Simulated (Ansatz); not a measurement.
Job for Ansatz (a program for electronic structure): R-B3LYP/def2-TZVPP on GeH3N (SMILES [NH2][GeH]), a point of a torsion scan.

Ansatz 0.2 input:
```yaml
crystal:
  periodic: [false, false, false]
  atoms:
    - {symbol: N, position_ang: [-0.66423651, -0.09664030, -0.24960748]}
    - {symbol: Ge, position_ang: [1.11736985, -0.53620870, -0.21335509]}
    - {symbol: H, position_ang: [-1.36283658, -0.62754153, 0.25061967]}
    - {symbol: H, position_ang: [-0.86339276, 0.87980935, -0.05451348]}
    - {symbol: H, position_ang: [0.82376304, -2.02834286, -0.84136438]}
basis:
  gaussian:
    orbitals: def2-TZVPP
hamiltonian:
  xc: {name: B3LYP}
scf: {lower_state_search: off}
```

The head of its log:

```
WARN ansatz: RAYON_NUM_THREADS=1 ignored (pool sized by the plan → 1); use --threads N
Functional definition: B3LYP
these checks for a lower state are left out or cut short: stability, starts, cluster_reference, orbital_swaps, neighbouring_geometries, increment
integrals: 0.03 GiB planned
721 factors; their error is unknown
mean field: 0.37 GiB planned
mean field evaluation 1: about -58049.9675 eV, gradient 6.7e1 eV
mean field evaluation 2: about -58005.7725 eV, gradient 1.3e2 eV
```

Question: Give the final energy of this run.

Answer: -2133.6170 hartree.
